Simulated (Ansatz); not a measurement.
Clusters of 4 atoms, halide: PBE-D4/def2-TZVP single points in Ansatz on relaxed structures, gas phase. Each cluster is the lowest isomer that a short search found in that spin, judged at the geometry's level, and lower ones may exist. Core potentials for Au, Cs, Rb, Y, no spin–orbit coupling. HOMO and LUMO are taken over both spins. Singlets are spin-restricted. The spins of the ions were chosen, not always searched. A dash marks a value that wasn't run or was left out as unsound. The structures are stationary points that may keep the symmetry of their start. Remarks come from the PBE and PBE0 runs and from stability tests at other levels; not every state was tested. A HOMO above zero means that the electron is unbound at that level and held by the basis, or that self-interaction error raises the level; the energy of removing that electron tells which. HOMO above LUMO (over both spins in singlets and doublets, within one spin in higher multiplets; at PBE or PBE0), or a gap under 0.15 eV within one spin, warns that the state may not be the lowest or that an electron is smeared out.

```tsv
species	atoms	state	geometry	HOMO (eV)	LUMO (eV)	gap (eV)	vertical EA (eV)	lowest of the spins relaxed	point group (within 0.1 Å)	remarks
Cs2Cl2⁺	4	doublet; reduced ion singlet	r2SCAN-D4/def2-TZVP	-9.03	-7.97	1.05	4.96	doublet, of doublet/quartet	D2h	–
Be2Br2⁺	4	doublet; reduced ion singlet	PBE-D4/def2-TZVP	-10.76	-8.53	2.23	6.37	doublet, of doublet/quartet	Cs	–
Mg2F2⁺	4	doublet; reduced ion triplet	r2SCAN-D4/def2-TZVP	-9.22	-8.57	0.65	6.23	doublet, of doublet/quartet	D2h	–
TiCl3	4	doublet; reduced ion triplet	PBE-D4/def2-SVP	-5.51	-4.40	1.11	–	doublet, of doublet/quartet	D3h	HOMO above zero (-1 triplet)
Au2Cl2⁺	4	doublet; reduced ion singlet	PBE0-D4/def2-SVP	-11.96	-11.80	0.16	–	doublet, of doublet/quartet	Cs	gap within one spin near zero, restricted, untested (neutral singlet)
YF3	4	singlet	PBE-D4/def2-TZVP	-8.56	-3.17	5.39	–	singlet, of singlet/triplet/quintet	C3v	HOMO above zero (-1 doublet), gap within one spin near zero at PBE or PBE0 (quintet)
Rb2F2	4	singlet	PBE0-D4/def2-TZVP	-4.90	-0.99	3.91	–	singlet, of singlet/triplet	D2h	HOMO above zero (-1 doublet), gap within one spin near zero at PBE or PBE0 (-1 doublet)
Li2F2⁺	4	doublet; reduced ion singlet	PBE0-D4/def2-TZVP	-14.08	-12.27	1.81	7.56	–	D2h	–
Li2H2⁺	4	doublet; reduced ion singlet	PBE-D4/def2-TZVP	-8.88	-7.30	1.58	4.67	–	D2h	gap within one spin near zero at PBE or PBE0 (quartet)
```

The gap (eV) runs from 0.16 (Au2Cl2⁺) to 5.39 (YF3). The vertical EA (eV) runs from 4.67 (Li2H2⁺) to 7.56 (Li2F2⁺).
